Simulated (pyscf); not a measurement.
Thermochemistry of product channels of O=Si=O + HO–SiH₃ on the singlet surface, in kJ/mol, from CCSD(T)/def2-TZVPP + ΔMP2(QZVPP) energies (ideal gas, 1 atm, RRHO with modes under 100 cm⁻¹ raised to 100, one conformer, R ln 2 for chiral ones without a mode under 150 cm⁻¹). Structures and frequencies: ωB97X-D3(BJ)/def2-SVP in PySCF. MP2 and CC: frozen core, UHF for open shells. ΔMP2 is the change of the MP2 total energy from the triple- to the quadruple-zeta basis.

```
products             ΔE  ΔH(298 K)  ΔG(600 K)  ΔG(900 K)
---------------  ------  ---------  ---------  ---------
O=Si(OH)–O–SiH₃  -308.8     -301.4     -218.8     -179.2
O=SiH–O–SiH₂–OH  -320.0     -312.3     -220.8     -176.3
```

These are energies of the channels, which say nothing of barriers. The CCSD(T) − MP2 part came from Ansatz, without density fitting, on the same reference.
